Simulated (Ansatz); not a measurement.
`O/[C]([GaH2])=N/[SiH3]` → `[NH2][GaH][SiH2]C=O`  (isomerisation)

Computed with Ansatz on PBE0-D4/def2-TZVP structures; ΔE is electronic, products minus reactants. CBS: MP2 limit from def2 TZ/QZ plus the TZ coupled-cluster correction, frozen cores. DFT in def2-TZVPP. B3LYP here is the variant with VWN-RPA as its local correlation; programs differ in this. For Ga outer-core shells are correlated without core-valence functions, which leaves a few kJ/mol of doubt a bond. Scalar relativity is left out up to krypton. One conformer a species, not always the lowest.

Is it downhill or uphill in electronic energy at CCSD(T)/CBS, and by how much? (Estimate.)

The calculation gave: Downhill: ΔE = -14.2 kJ/mol.

What do these levels give: B3LYP-D4, ωB97X-V, CCSD/def2-TZVPP, HF/def2-QZVPP, MP2/CBS(def2), CCSD/CBS(def2)? (Best estimate.)

Ansatz gave: B3LYP-D4 -13.7, ωB97X-V -7.7, CCSD/def2-TZVPP -11.8, HF/def2-QZVPP -8.6, MP2/CBS(def2) -8.4, CCSD/CBS(def2) -16.5 kJ/mol.

Largest T1 diagnostic among the species: 0.016.

The D4 term adds +6.8 kJ/mol with B3LYP and +3.3 kJ/mol with PBE0; it sums over pairs of atoms, weighted by their polarisabilities, and B3LYP, whose exchange is more repulsive, gets the larger term. From PBE to PBE0 (25 % exact exchange), in def2-TZVPP and without D4, ΔE moves by +8.0 kJ/mol.
